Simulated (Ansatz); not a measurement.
Start from `N=[CH][Al]([F])[SH]` and change one atom or group to get `[F][Al]([SH])[Cl]`.

Ansatz, PBE0-D4/def2-TZVP geometries, multiplicity 1. Each molecule was computed in one conformer, which needn't be the lowest.

```
                                                                                  property  `N=[CH][Al]([F])[SH]`
                                                   HOMO–LUMO gap (ωB97M-V/def2-TZVPP) / eV                  10.07
                                                     HOMO–LUMO gap (B3LYP/def2-TZVPP) / eV                   5.34
                                                        HOMO energy (PBE0/def2-TZVPP) / eV                  -7.57
                                        size of the dipole moment (ωB97M-V/def2-TZVPP) / D                   2.83
ideal-gas entropy at 298 K and 1 bar (rigid rotor, harmonic PBE0-D4/def2-TZVP) / J/(mol·K)                    350
                                                       HOMO energy (B3LYP/def2-TZVPP) / eV                  -7.35
```

Task: What does the change do to each property? (Estimate.)

Result: The calculation gave: 
```json
{"property": "HOMO–LUMO gap (ωB97M-V/def2-TZVPP) / eV", "`[F][Al]([SH])[Cl]`": "11.14", "shift": "1.07"}
{"property": "HOMO–LUMO gap (B3LYP/def2-TZVPP) / eV", "`[F][Al]([SH])[Cl]`": "6.71", "shift": "1.37"}
{"property": "HOMO energy (PBE0/def2-TZVPP) / eV", "`[F][Al]([SH])[Cl]`": "-8.31", "shift": "-0.74"}
{"property": "size of the dipole moment (ωB97M-V/def2-TZVPP) / D", "`[F][Al]([SH])[Cl]`": "1.34", "shift": "-1.49"}
{"property": "ideal-gas entropy at 298 K and 1 bar (rigid rotor, harmonic PBE0-D4/def2-TZVP) / J/(mol·K)", "`[F][Al]([SH])[Cl]`": "327", "shift": "-23"}
{"property": "HOMO energy (B3LYP/def2-TZVPP) / eV", "`[F][Al]([SH])[Cl]`": "-8.04", "shift": "-0.69"}
```

With PBE0 the HOMO falls by 0.74 eV and the LUMO rises by 0.75 eV, so the gap widens by about 1.49 eV. PBE moves the HOMO by -0.91 eV and ωB97M-V by -0.66 eV. The zero-point energy changes by -76.8 kJ/mol with -9 modes. Dipoles are sizes alone; their direction can turn.

B3LYP here is the variant with VWN-RPA as its local correlation; programs differ in this.
